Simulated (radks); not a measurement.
Problem. These are the eigenvalues of the occupied orbitals of an atom or ion with whole-number occupations (Ry). Method: Dirac Kohn-Sham, PBE, spin-unpolarised, spherical densities, point nucleus; computed with a radial shooting solver on a logarithmic mesh with Libxc functionals.

1s1/2: -3427.947
2s1/2: -560.2293
2p1/2: -530.9994
2p3/2: -486.6887
3s1/2: -123.0596
3p1/2: -110.4904
3p3/2: -101.5180
3d3/2: -79.73845
3d5/2: -77.78991
4s1/2: -24.79364
4p1/2: -19.97637
4p3/2: -18.00848
4d3/2: -10.08720
4d5/2: -9.73588
5s1/2: -3.62162
5p1/2: -2.33584
5p3/2: -2.07676
4f5/2: -0.63625
6s1/2: -0.61802

Which element is it, and in what charge state? The configuration may be excited. Open shells, if any, fill j = l - 1/2 first.

Solution. Z = 62, samarium, charge +1: Sm+ in [Xe] 4f6 6s1. The list shows which subshells hold electrons but not how many an open one holds; the 1s level, -1714 hartree, gives Z - s = 58.5 by -(Z - s)^2/2, which with screening and relativity narrows Z to a few neighbours, and the depths of the outer levels then fix element, charge and occupations together.
